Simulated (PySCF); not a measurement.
Computed IR spectrum (relative IR intensity) of a molecule C4H7ClSi. Coordinates come from a B3LYP-D3(BJ)/def2-SVP optimisation. The values are those of a single conformer. Level of theory: PySCF with B3LYP-D3(BJ)/def2-SVP. Frequencies are harmonic and unscaled.

Lines under 2 % of the strongest are left out, and lines within 2 cm⁻¹ are merged.

ν (cm⁻¹): 431 (w), 489 (w), 665 (w), 694 (w), 757 (w), 769 (m), 779 (w), 861 (w), 888 (w), 906 (vs), 952 (m), 1270 (w), 1339 (m), 2047 (w), 2206 (s), 2233 (m), 3197 (vw) (against the strongest line: vs over 80 %, s over 45 %, m over 15 %, w over 4 %, vw less)

### Question
Which molecule gave these data?
(A) C[SiH2]C=C=CCl
(B) C#C[Si@@H](Cl)CC
(C) CC#C[Si@H](C)Cl
(D) [SiH3]C=C=CCCl

### Answer
A, C[SiH2]C=C=CCl
